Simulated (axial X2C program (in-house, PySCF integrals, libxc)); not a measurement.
Density and ELF of LiPb

Computed with an in-house relativistic program for diatomic molecules. Spin-free means the one-electron spin-free X2C Hamiltonian. Basis: Pb dyall-cv3z [12s14p10d7f1g], Li dyall-cv3z [7s8p2d] (cores contracted in-house); Gaussian nuclei, density fitting, unrestricted open shells. Masses: Pb 207.977 u, Li 7.016 u.

PBE0, without spin–orbit coupling, state M_S = 3/2, Λ = 0 (beyond evenly filled blocks: σα, π+α, π-α); Pb at z = 0, Li at z = 2.811 Å.

The maps cover the half plane through the axis: z from -2.4 to 4.8 Å along the bond, ρ from 0.15 to 2.25 Å away from it.

log10 of the density in e/bohr³:

```
 ρ\z  -2.4  -1.8  -1.2  -0.6   0.0   0.6   1.2   1.8   2.4   3.0   3.6   4.2   4.8
0.15  -3.0  -2.2  -1.3   0.0   1.9   0.0  -1.3  -1.8  -0.8   0.0  -2.3  -3.8  -4.1
0.45  -3.0  -2.3  -1.5  -0.4   0.4  -0.4  -1.4  -1.9  -1.5  -1.0  -2.6  -3.7  -4.1
0.75  -3.1  -2.4  -1.7  -0.9  -0.4  -0.9  -1.6  -1.9  -2.1  -2.1  -3.0  -3.7  -4.1
1.05  -3.2  -2.5  -1.9  -1.3  -1.1  -1.3  -1.8  -2.1  -2.3  -2.6  -3.2  -3.7  -4.2
1.35  -3.4  -2.7  -2.2  -1.7  -1.5  -1.7  -2.0  -2.2  -2.5  -2.8  -3.2  -3.7  -4.2
1.65  -3.5  -2.9  -2.4  -2.1  -1.9  -2.0  -2.2  -2.4  -2.6  -2.9  -3.3  -3.8  -4.3
1.95  -3.7  -3.2  -2.7  -2.4  -2.3  -2.3  -2.5  -2.7  -2.9  -3.1  -3.5  -3.9  -4.4
2.25  -3.9  -3.4  -3.0  -2.7  -2.6  -2.6  -2.7  -2.9  -3.1  -3.3  -3.7  -4.1  -4.6
```

Electron localisation function (collinear form, no current term, damped to 0 at low density):

```
 ρ\z  -2.4  -1.8  -1.2  -0.6   0.0   0.6   1.2   1.8   2.4   3.0   3.6   4.2   4.8
0.15  0.23  0.52  0.42  0.63  0.42  0.64  0.37  0.37  0.93  1.00  0.20  0.00  0.00
0.45  0.22  0.52  0.46  0.50  0.55  0.50  0.41  0.54  0.17  0.98  0.01  0.00  0.00
0.75  0.19  0.52  0.52  0.37  0.50  0.35  0.51  0.72  0.04  0.04  0.00  0.01  0.00
1.05  0.16  0.49  0.60  0.44  0.36  0.39  0.62  0.80  0.36  0.05  0.05  0.02  0.00
1.35  0.11  0.44  0.64  0.58  0.50  0.55  0.69  0.81  0.78  0.45  0.22  0.03  0.00
1.65  0.06  0.36  0.61  0.67  0.65  0.66  0.70  0.79  0.81  0.65  0.25  0.02  0.00
1.95  0.03  0.24  0.53  0.65  0.67  0.66  0.67  0.73  0.73  0.54  0.15  0.01  0.00
2.25  0.01  0.12  0.39  0.56  0.61  0.60  0.60  0.61  0.56  0.31  0.06  0.00  0.00
```

Axial spin density in 10⁻³ e/bohr³:

```
 ρ\z  -2.4  -1.8  -1.2  -0.6   0.0   0.6   1.2   1.8  2.4  3.0  3.6  4.2  4.8
0.15   0.8   3.9  13.3  -3.5  35.6  -3.6  11.5  10.6  1.4  9.2  0.0  0.1  0.1
0.45   0.8   3.5  12.1   5.1  10.2  -1.2  12.0  10.1  3.6  0.7  0.3  0.2  0.1
0.75   0.7   2.9   9.8  13.9   1.8   8.4  11.5   8.8  4.7  1.5  0.5  0.2  0.1
1.05   0.5   2.1   7.1  13.6  13.1  11.9   9.7   7.0  4.3  1.9  0.7  0.2  0.1
1.35   0.4   1.5   4.6   9.4  11.3   9.7   7.0   5.0  3.3  1.6  0.6  0.2  0.1
1.65   0.3   1.0   2.7   5.5   7.1   6.3   4.6   3.3  2.2  1.1  0.5  0.1  0.1
1.95   0.2   0.6   1.6   3.0   3.9   3.7   2.8   2.0  1.4  0.7  0.3  0.1  0.0
2.25   0.1   0.3   0.9   1.6   2.1   2.0   1.6   1.2  0.8  0.5  0.2  0.1  0.0
```

The state is a single determinant with fixed occupations, the lowest that a limited PBE0 search found. Other states lie close and PBE0, whose exact exchange favours high spin, may order them wrongly; the determinant shown need not be the ground state. The nearest other spin-free determinant of the search, M_S = 1/2, Λ = 1, lies 0.28 eV up at the distance of the search. With spin–orbit coupling the lowest determinant has another configuration, so this spin-free state is a model.
